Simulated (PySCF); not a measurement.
Start geometry of AsPSb2 (PAsSbSb tetrahedron) from GFN2-xTB (Å):
```
atom  x, y, z in Å
P1    -1.1780    0.2870   -0.5159
As2   -0.3587   -0.9675    1.0797
Sb3    0.6539    1.3503    0.6040
Sb4    0.9660   -0.7602   -1.1982
```

Task: What comes out of this run: PySCF, PBE0-D3(BJ)/def2-SVP geometry optimisation, gas phase, def2 core potentials past Kr?

Result: 
```
atom  x, y, z in Å
P1    -1.2544    0.3774   -0.5782
As2   -0.3555   -1.0639    1.0412
Sb3    0.7325    1.3101    0.7136
Sb4    0.9607   -0.7140   -1.2071
```

The energy falls by 30.7 kJ/mol over 9 energy and gradient evaluations, the largest force component goes from 0.0549 to 4.9e-04 Eh/bohr, and the atoms move by 0.074 Å rms after alignment. The bond that changes most is P1–As2 (ends: phosphorus bonded to As and 2 Sb; arsenic bonded to P and 2 Sb), which lengthens by 0.158 Å. Bonds longer at the end by more than 0.005 Å: 5 of 6; shorter: 1. Among the angles that change most is As2–P1–Sb4, from 68.6° to 64.8°. Rotational constants go from 1365, 904.0, 668.6 to 1287, 876.0, 662.0 MHz. The orientation of the end geometry is arbitrary; only internal coordinates are fixed.

The run used 102 basis functions and 65 SCF cycles in all. On one thread of an Intel Xeon Platinum 8488C, on a shared host, this took 55 s and 0.40 GiB of memory at its peak.

PBE0-D3(BJ)/def2-SVP frequencies: not computed here. One conformer, not necessarily the lowest.
